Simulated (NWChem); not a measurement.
System meant: TaN₂H₃F₂; SMILES [NH]=[Ta]([NH2])([F])[F]

Here is an NWChem input.

```
start job
memory heap 200 mb stack 900 mb global 1100 mb
geometry units angstroms noautoz
  Ta    -0.012971    -0.022119     0.000000
  N     -1.625424     0.684884     0.000000
  H     -2.596227     0.972316     0.000000
  F      0.270388    -1.055962     1.565885
  F      0.270388    -1.055962    -1.565885
  N      1.159668     1.554240     0.000000
  H      0.876753     2.529093     0.000000
  H      2.176536     1.486558     0.000000
end
basis spherical
  * library def2-svp
end
ecp
  Ta library def2-ecp
end
dft
  xc pbe0
  iterations 4
  mulliken
end
task dft energy
```

End of the output:

```
    Atom       Charge   Shell Charges
 -----------   ------   -------------------------------------------------------
    1 Ta  13    12.71   0.00  0.03  1.09  0.78  0.33  0.12  4.94  1.25  0.40  2.37  0.99  0.40
    2 N    7     7.13   1.97  0.78  0.49  2.18  1.68  0.02
    3 H    1     0.91   0.57  0.20  0.13
    4 F    9     9.16   1.98  1.02  0.77  3.20  2.18  0.00
    5 F    9     9.16   1.98  1.02  0.77  3.20  2.18  0.00
    6 N    7     7.14   1.97  0.71  0.45  2.24  1.75  0.02
    7 H    1     0.90   0.58  0.19  0.13
    8 H    1     0.90   0.58  0.19  0.13

 center of mass
 --------------
 x =  -0.05948736 y =  -0.00029095 z =   0.00000000

 moments of inertia (a.u.)
 ------------------
         585.549829544292           0.000000000000           0.000000000000
           0.000000000000         662.676813901445           0.000000000000
           0.000000000000           0.000000000000         582.808837561053

     Multipole analysis of the density
     ---------------------------------

     L   x y z        total         alpha         beta         nuclear
     -   - - -        -----         -----         ----         -------
     0   0 0 0     -0.000000    -24.000000    -24.000000     48.000000

     1   1 0 0      1.011233     -0.878899     -0.878899      2.769030
     1   0 1 0      0.252335     -1.080110     -1.080110      2.412555
     1   0 0 1      0.000000      0.000000      0.000000      0.000000

     2   2 0 0    -31.215627   -105.254304   -105.254304    179.292982
     2   1 1 0      1.665175     -2.453607     -2.453607      6.572389
     2   1 0 1      0.000000      0.000000      0.000000      0.000000
     2   0 2 0    -27.679754    -87.139893    -87.139893    146.600032
     2   0 1 1     -0.000000     -0.000000     -0.000000      0.000000
     2   0 0 2    -38.960264    -98.286245    -98.286245    157.612227

 ------------------------------------------------------------------------
 dft energy failed                                                                                  0
 ------------------------------------------------------------------------
 ------------------------------------------------------------------------
  current input line :
    24: task dft energy
 ------------------------------------------------------------------------
 ------------------------------------------------------------------------
 This type of error is most commonly associated with calculations not reaching convergence criteria
 ------------------------------------------------------------------------
 For more information see the NWChem manual at https://nwchemgit.github.io

0:dft energy failed:Received an Error in Communication
```

Can this run be used? If not, why, and what is the fix?

Convergence was not reached. Cause: the SCF was allowed too few iterations. This input runs:
```
start job
memory heap 200 mb stack 900 mb global 1100 mb
geometry units angstroms noautoz
  Ta    -0.012971    -0.022119     0.000000
  N     -1.625424     0.684884     0.000000
  H     -2.596227     0.972316     0.000000
  F      0.270388    -1.055962     1.565885
  F      0.270388    -1.055962    -1.565885
  N      1.159668     1.554240     0.000000
  H      0.876753     2.529093     0.000000
  H      2.176536     1.486558     0.000000
end
basis spherical
  * library def2-svp
end
ecp
  Ta library def2-ecp
end
dft
  xc pbe0
  iterations 150
  mulliken
end
task dft energy
```
It converges to -367.65569 Ha (PBE0/def2-SVP with def2 effective core potentials on Ta).
